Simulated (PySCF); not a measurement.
The PySCF input:
```python
from pyscf import gto, scf, dft, solvent

mol = gto.Mole()
mol.atom = '''
    Se    0.35745715    0.60512081    0.70550420
    Br   -0.41199936   -1.43140313   -0.02164820
    Si    0.13877985    1.70160874   -1.30820287
    H     0.57268371    3.04241751   -0.94476184
    H    -1.26360828    1.62029108   -1.70073083
    H     1.01444104    1.03977109   -2.26912326
'''
mol.basis = '6-31g'
mol.verbose = 4
mol.build()

mf = dft.RKS(mol)
mf.xc = 'm062x'
mf.kernel()
mf.analyze()
```

Question: Estimate the dipole moment that PySCF with M062X/6-31G returns for this input.

Answer: 2.92 D

Question: Predict the total energy from M062X/6-31G.

Answer: -5266.223243 Ha

Question: Predict the number of basis functions from M062X/6-31G.

Answer: 73

Question: Give the HOMO energy at the level M062X/6-31G.

Answer: -8.02 eV

Question: Estimate the HOMO-LUMO gap that M062X/6-31G returns for this input.

Answer: 6.38 eV

Question: Estimate the nuclear repulsion energy that M062X/6-31G returns for this input.

Answer: 507.2082 Eh
